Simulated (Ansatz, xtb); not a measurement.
**Two isomers of C3H9NSi2**

We compare I, `C#CN([SiH3])[SiH2]C`, a singlet, with II, `C#C[Si@@H](C)N[SiH3]`, a singlet. Both are isolated molecules in the gas phase, relaxed with B3LYP-D3(BJ)/def2-SVP; each stands in its lowest conformer found.

Quicker runs give these differences E(II) − E(I): GFN2-xTB +0.397 eV; HF/STO-3G −0.463 eV (at GFN2-xTB geometries); r2SCAN-D4/def2-SVP −0.740 eV (at GFN2-xTB geometries).

Question: Estimate which is lower in electronic energy at CCSD(T)/def2-SVP + ΔMP2/def2-TZVPP, and by roughly how much.

Answer: The CCSD(T)/def2-SVP + ΔMP2/def2-TZVPP calculation puts structure II lower, by 0.961 eV.

Level by level:

```
                             level               geometry  E(II) − E(I) (eV)  departure from the last row (eV)  job, with rough time for the two
                          GFN2-xTB               GFN2-xTB              +0.397                            +1.359               optimisation, 2.2 s
                         HF/STO-3G               GFN2-xTB              −0.463                            +0.498               single point, 3.9 s
                r2SCAN-D4/def2-SVP               GFN2-xTB              −0.740                            +0.221                single point, 20 s
             B3LYP-D3(BJ)/def2-SVP  B3LYP-D3(BJ)/def2-SVP              −0.675                            +0.287             optimisation, 7.9 min
                       HF/def2-SVP  B3LYP-D3(BJ)/def2-SVP              −0.810                            +0.151           part of the CCSD(T) run
                      MP2/def2-SVP  B3LYP-D3(BJ)/def2-SVP              −0.763                            +0.198           part of the CCSD(T) run
                  CCSD(T)/def2-SVP  B3LYP-D3(BJ)/def2-SVP              −0.754                            +0.207                      single point
CCSD(T)/def2-SVP + ΔMP2/def2-TZVPP  B3LYP-D3(BJ)/def2-SVP              −0.961                                               single point, 3.8 min
```

As drawn, II has 1 C–Si, 1 N–H in place of 1 C–N, 1 Si–H.

GFN2-xTB puts the two in the other order. The largest departure from CCSD(T)/def2-SVP + ΔMP2/def2-TZVPP is that of GFN2-xTB, 1.359 eV. A small imaginary or near-zero mode remains, so no thermal terms are given. The last row adds to CCSD(T) the change of the MP2 difference between the two basis sets, here −0.207 eV, a large step that makes the value less sure.

The correlated steps freeze 14 core orbitals. Codes used: Ansatz 0.2.0, xtb 6.7.1; the last row on 2 threads of AMD EPYC (Zen 3) on a shared host.
